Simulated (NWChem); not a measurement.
System: TlCl; SMILES [Cl][Tl]

NWChem input:

```
start job
memory heap 200 mb stack 700 mb global 900 mb
geometry units angstroms noautosym nocenter noautoz
  Tl     0.000000     0.000000    -0.413524
  Cl     0.000000     0.000000     2.105985
end
basis spherical
  * library def2-svp
end
ecp
  Tl library def2-ecp
end
dft
  xc xpbe96 cpbe96
  iterations 150
end
tddft
  cis
  nroots 6
  notriplet
end
task tddft energy
```

Excerpt of the output:

```
             Northwest Computational Chemistry Package (NWChem) 7.3.0
             --------------------------------------------------------

                             Geometry "geometry" -> ""
                             -------------------------

 Output coordinates in angstroms (scale by  1.889725989 to convert to a.u.)

  No.       Tag          Charge          X              Y              Z
 ---- ---------------- ---------- -------------- -------------- --------------
    1 Tl                  81.0000     0.00000000     0.00000000    -0.41352400
    2 Cl                  17.0000     0.00000000     0.00000000     2.10598500

 Effective nuclear repulsion energy (a.u.)     289.2139190106

 Summary of "ao basis" -> "ao basis" (spherical)
 ------------------------------------------------------------------------------
       Tag                 Description            Shells   Functions and Types
 ---------------- ------------------------------  ------  ---------------------
 Tl                         def2-svp                10       26   4s4p2d
 Cl                         def2-svp                 8       18   4s3p1d

            General Information
            -------------------
          SCF calculation type: DFT
          Wavefunction type:  closed shell.
          No. of atoms     :     2
          No. of electrons :    38
           Alpha electrons :    19
            Beta electrons :    19
          Charge           :     0
          Spin multiplicity:     1
          Use of symmetry is: off; symmetry adaption is: off
          Maximum number of iterations: 150
          AO basis - number of functions:    44
                     number of shells:    18
          Convergence on energy requested:  1.00D-06
          Convergence on density requested:  1.00D-05
          Convergence on gradient requested:  5.00D-04

              XC Information
              --------------
          PerdewBurkeErnzerhof Exchange Functional  1.000
            Perdew 1991 LDA Correlation Functional  1.000 local
           PerdewBurkeErnz. Correlation Functional  1.000 non-local

             Grid Information
             ----------------
          Grid used for XC integration:  medium
          Radial quadrature: Mura-Knowles
          Angular quadrature: Lebedev.
          Tag              B.-S. Rad. Rad. Pts. Rad. Cut. Ang. Pts.
          ---              ---------- --------- --------- ---------
          Tl                  1.90      123           8.0       590
          Cl                  1.00       88          10.0       590
          Grid pruning is: on
          Number of quadrature shells:   211
          Spatial weights used:  Erf1

      Superposition of Atomic Density Guess
      -------------------------------------

[...]

                                NWChem TDDFT Module
                                -------------------

            General Information
            -------------------
           No. of orbitals :      88
            Alpha orbitals :      44
             Beta orbitals :      44
        Alpha frozen cores :       0
         Beta frozen cores :       0
     Alpha frozen virtuals :       0
      Beta frozen virtuals :       0
         Spin multiplicity :       1
    Number of AO functions :      44
        Use of symmetry is : off
      Symmetry adaption is : off
         Schwarz screening :  0.10D-07

              XC Information
              --------------
   PerdewBurkeErnzerhof Exchange Functional   1.00
     Perdew 1991 LDA Correlation Functional   1.00 local
    PerdewBurkeErnz. Correlation Functional   1.00 non-local

             TDDFT Information
             -----------------
          Calculation type : Tamm-Dancoff TDDFT
         Wavefunction type : Restricted singlets
          No. of electrons :      38
           Alpha electrons :      19
            Beta electrons :      19
              No. of roots :       6
          Max subspacesize :    5200
            Max iterations :     100
               Target root :       1
           Target symmetry : none
      Symmetry restriction : off
                 Algorithm : Optimal
        Davidson threshold :  0.10D-03

    6 smallest eigenvalue differences (eV)
--------------------------------------------------------
  No. Spin  Occ  Vir  Irrep   E(Occ)    E(Vir)   E(Diff)
--------------------------------------------------------
    1    1   19   20 a        -0.229    -0.084     3.939
    2    1   19   21 a        -0.229    -0.084     3.939
    3    1   18   20 a        -0.231    -0.084     3.999
    4    1   17   20 a        -0.231    -0.084     3.999
    5    1   18   21 a        -0.231    -0.084     3.999
    6    1   17   21 a        -0.231    -0.084     3.999
--------------------------------------------------------

  Entering Davidson iterations
  Restricted singlet excited states

  Iter   NTrls   NConv    DeltaV     DeltaE      Time
  ----  ------  ------  ---------  ---------  ---------
    1      6       1     0.16E+00   0.10+100        1.7
    2     11       1     0.98E-01   0.36E-01        1.4
    3     16       3     0.15E-01   0.11E-01        1.5
    4     19       5     0.26E-02   0.23E-03        1.3
    5     20       5     0.18E-03   0.42E-05        1.3
    6     21       6     0.63E-04   0.33E-07        1.2
  ----  ------  ------  ---------  ---------  ---------
  Convergence criterion met

  Ground state a        -632.492191980064 a.u.

  ----------------------------------------------------------------------------
  Root   1 singlet a              0.146973892 a.u.                3.9994 eV
  ----------------------------------------------------------------------------
     Transition Moments    X -0.00000   Y  0.00000   Z  0.00000
     Dipole Oscillator Strength                    0.0000000000
     Electric Quadrupole                           0.0000000000
     Magnetic Dipole                               0.0000000000
     Total Oscillator Strength                     0.0000000000

[...]
```

Level: PBE/def2-SVP with def2 effective core potentials on Tl, TDA. Coordinates come from a PBE0/def2-SVP optimisation. def2 effective core potentials on Tl; no spin-orbit coupling.
